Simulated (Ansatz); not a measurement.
Basis-set extrapolation for BH₃OS₂, SMILES `OB(S)S` (PBE0-D4/def2-TZVP geometry, frozen core, the Gaussian-basis code of Ansatz). Multiplicity 1, RHF reference.

|  | def2-TZVPP | def2-QZVPP |
| --- | --- | --- |
| HF | -896.537725 | -896.564733 |
| MP2 correlation | -0.692053 | -0.749695 |
| CCSD(T) correlation | -0.763860 | not run |

Energies in hartree. Use E(X) = E(∞) + A·exp(−7.88·√X) for Hartree–Fock and E(X) = E(∞) + B·X^(−2.97) for correlation, with X = 3 and 4, and add CCSD(T) minus MP2 of the smaller set to the MP2 limit.

Q: What is the CCSD(T) energy at the basis-set limit?

A: HF limit: -896.564733 + (-0.027008) × 0.13774 = -896.56845. MP2 limit: -0.749695 + (-0.057642) × 0.74074 = -0.79239. Higher-order term: -0.763860 − (-0.692053) = -0.07181. Total: -897.43265 hartree, 344.1 kJ/mol below CCSD(T)/def2-TZVPP.
